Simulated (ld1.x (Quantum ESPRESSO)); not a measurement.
Before and after: TM semilocal potential for gold

Au (Z = 79), norm-conserving Troullier–Martins (semilocal form), made with ld1.x (Quantum ESPRESSO) 7.5 (PBE, scalar-relativistic). Core [Xe] 4f14, reference 5d10 6s0 6p0 (charge +1). Waves: 6s (bound, empty): rc 1.95 bohr; 5d (bound): rc 1.65 bohr; 6p (bound, empty): rc 2.20 bohr. Local part: the p channel. Core correction: a·sin(br)/r model core inside 0.90 bohr.

Change: wave 5d (bound): rc 1.65 bohr becomes 5d (bound): rc 2.32 bohr.

Cutoffs: the cutoffs (Ry, on a coarse ladder) from which the occupation-weighted sum of valence levels, in a spherical-Bessel basis at the reference potential, stays within 10 and 1 mRy of its value at 400 Ry; they do not see the model core or the augmentation charge, which bear on the density cutoff. Errors are all-electron minus pseudo energies relative to the spin-unpolarised reference configuration.

**Question.** How do hardness, ghosts and transferability respond?

**Answer.** The potential gets softer (45 Ry and 60 Ry → 40 Ry and 55 Ry); of the 7 tests that both files solve, the error grows in 1 and shrinks in 3 by more than 15 % and 0.3 meV (median size 47.6 → 43.6 meV); neither file shows a bound ghost. A larger radius leaves more room for a smooth pseudo-wave, so fewer plane waves are needed. A semilocal file is local in each channel, so a ghost entry of none says nothing of the separable form that plane-wave codes build from it.

```tsv
quantity	base	changed
cutoff, loose	45 Ry	40 Ry
cutoff, tight	60 Ry	55 Ry
bound ghosts	none	none
error for 5d10 6s1 6p0, meV [ΔE -9.41 eV]	-7.7	-6.3
error for 5d9 6s0 6p0, meV [ΔE 21.21 eV]	-35	-42
error for 5d8 6s0 6p0, meV [ΔE 55.09 eV]	-199	-221
error for 5d9 6s2 6p0, meV [ΔE -7.72 eV]	-87	-73
error for 5d9 6s1 6p0, meV [ΔE 2.72 eV]	-48	-44
error for 5d10 6s0.5 6p0, meV [ΔE -5.64 eV]	-1.1	-0.7
error for 5d7 6s0 6p0, meV [ΔE 102.80 eV]	-595	-617
```
